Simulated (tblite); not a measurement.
Compound: C4H8AlBrSi.
SMILES with atom numbers: `[SiH3:1][CH2:2][C:3]#[C:4][CH2:5][AlH:6][Br:7]` (hydrogens: H8, H9, H10 on Si1; H11, H12 on C2; H13, H14 on C5; H15 on Al6)

Computed with GFN2-xTB (tblite), gas phase: L-BFGS steps from a force-field or distance-geometry start until the largest atomic force falls under 0.01 eV/Å.

Step 40: E = -531.1415 eV
```
atom  x, y, z in Å  |  force x, y, z in eV/Å
Si1    -2.6055    0.8620    0.1859   -0.036   0.062   0.015
C2     -1.8036   -0.7111   -0.5408    0.010  -0.011  -0.011
C3     -0.4101   -0.7928   -0.1785    0.057   0.035  -0.039
C4      0.7524   -0.8151    0.1309   -0.015  -0.121   0.019
C5      2.1455   -0.9634    0.5286    0.001  -0.009   0.001
Al6     2.8754    0.7407   -0.1965   -0.026   0.005  -0.010
Br7     4.8225    1.7395    0.3527    0.042   0.014   0.005
H8     -4.0143    0.8817   -0.2086   -0.031  -0.020  -0.017
H9     -1.9190    2.0393   -0.3450    0.021   0.000   0.008
H10    -2.4954    0.8200    1.6453    0.014   0.001  -0.004
H11    -1.8846   -0.7160   -1.6295   -0.017   0.035  -0.036
H12    -2.3200   -1.6027   -0.1785   -0.016  -0.021   0.034
H13     2.2021   -1.1090    1.6170    0.032   0.018  -0.007
H14     2.5568   -1.8711    0.0624    0.006  -0.013   0.039
H15     2.0934    1.5061   -1.2671   -0.042   0.025   0.003
```

Step 41: E = -531.1428 eV
```
atom  x, y, z in Å  |  force x, y, z in eV/Å
Si1    -2.6063    0.8645    0.1835   -0.016   0.030   0.002
C2     -1.7984   -0.7048   -0.5433    0.034  -0.032  -0.023
C3     -0.4055   -0.7861   -0.1771    0.072   0.033  -0.029
C4      0.7558   -0.8140    0.1372   -0.019  -0.121   0.021
C5      2.1493   -0.9684    0.5345   -0.021  -0.012  -0.009
Al6     2.8676    0.7394   -0.1942   -0.004  -0.025   0.028
Br7     4.8226    1.7374    0.3294    0.036   0.013   0.001
H8     -4.0132    0.8776   -0.2112   -0.064  -0.016  -0.024
H9     -1.9227    2.0412   -0.3461    0.036   0.038  -0.009
H10    -2.4924    0.8203    1.6404    0.010   0.003   0.036
H11    -1.8746   -0.7108   -1.6322   -0.021   0.048  -0.041
H12    -2.3136   -1.5988   -0.1856   -0.022  -0.026   0.047
H13     2.2072   -1.1159    1.6227    0.028   0.018  -0.019
H14     2.5553   -1.8767    0.0647    0.011  -0.003   0.049
H15     2.0644    1.5031   -1.2447   -0.059   0.053  -0.030
```

Task: Estimate the geometry and energy of step 42. (The exact step hangs on the optimiser's Hessian estimate; all steps are aligned on step 41, rigid shifts and turns removed.)

Result: E = -531.1448 eV, largest force 0.117 eV/Å
```
atom  x, y, z in Å  |  force x, y, z in eV/Å
Si1    -2.6078    0.8685    0.1800    0.015  -0.027  -0.021
C2     -1.7904   -0.6961   -0.5471    0.053  -0.049  -0.032
C3     -0.3979   -0.7749   -0.1765    0.071   0.021  -0.019
C4      0.7610   -0.8155    0.1465   -0.031  -0.111   0.020
C5      2.1549   -0.9761    0.5423   -0.043  -0.017  -0.021
Al6     2.8557    0.7367   -0.1926    0.027  -0.040   0.066
Br7     4.8220    1.7328    0.2981    0.012   0.004  -0.011
H8     -4.0127    0.8713   -0.2156   -0.094  -0.010  -0.028
H9     -1.9271    2.0449   -0.3472    0.050   0.083  -0.028
H10    -2.4876    0.8205    1.6339    0.002   0.006   0.082
H11    -1.8611   -0.7027   -1.6368   -0.025   0.060  -0.031
H12    -2.3037   -1.5933   -0.1939   -0.018  -0.017   0.050
H13     2.2156   -1.1231    1.6305    0.024   0.016  -0.031
H14     2.5533   -1.8865    0.0700    0.023   0.005   0.058
H15     2.0213    1.5015   -1.2134   -0.067   0.076  -0.055
```

The energy changes by -0.0020 eV. The first-order estimate −F·Δx gives -0.0026 eV and the mean of the old and new forces, exact on a quadratic surface, -0.0020 eV. The step makes an angle of 82° with the force vector and moves no atom by more than 0.053 Å.

The cost below is that of the whole relaxation. Hardware: one thread, Arm Neoverse V2 (aarch64), shared host. Cost: 0.61 s wall.
